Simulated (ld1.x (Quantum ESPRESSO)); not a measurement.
## Ranking PAW potentials for iron

All share these settings but for the change named:

```json
{"Element": "Fe (Z = 26)", "Generator": "ld1.x (Quantum ESPRESSO) 7.5", "Type": "PAW", "Functional": "LDA (PZ)", "Relativity": "scalar-relativistic", "Frozen core": "[Ar]", "Valence charge": "8", "Reference configuration": "3d6 4s2 4p0", "Partial waves": "4s (bound): rcut 2.05, rcutus 2.60 bohr; 4s channel at 0.15 Ry: rcut 2.05, rcutus 2.60 bohr; 4p (bound, empty): rcut 2.40, rcutus 3.00 bohr; 4p channel at 2.15 Ry: rcut 2.40, rcutus 3.00 bohr; 3d (bound): rcut 1.40, rcutus 1.65 bohr; 3d channel at 3.55 Ry: rcut 1.40, rcutus 1.65 bohr", "Local potential": "all-electron potential smoothed inside 1.95 bohr (lloc = -1)", "Core correction": "Bessel-smoothed model core, default radius (core density twice the valence density)", "Augmentation charge": "PSQ, radius 1.15 bohr"}
```

Cutoff: the first of the cutoffs (Ry, on a coarse ladder) from which the occupation-weighted sum of valence levels, in a spherical-Bessel basis at the reference potential, stays within 10 and 1 mRy of its value at 400 Ry; the density cutoff is not measured.

The base gives 40 Ry.

Of 11 variants that were run, those that failed, showed a ghost or another fault, or gave nearly equal values are left out.

A variant can come out equal or close to the base.

Rank these variants from softest to hardest (loose cutoff).
A. waves 3d (bound): rcut 0.98, rcutus 1.04 bohr; 3d channel at 3.55 Ry: rcut 0.98, rcutus 1.04 bohr
B. wave 4p channel at 2.15 Ry: rcut 2.40, rcutus 3.00 bohr becomes 4p channel at 1.25 Ry: rcut 2.40, rcutus 3.00 bohr
C. all radii but the core radius scaled by about 1.08 (s 2.80, p 3.24, d 1.78 bohr, rcut 2.20/2.58/1.50); local potential all-electron potential smoothed inside 2.10 bohr (lloc = -1); augmentation PSQ, radius 1.24 bohr

C (35 Ry), B (40 Ry), A (100 Ry).
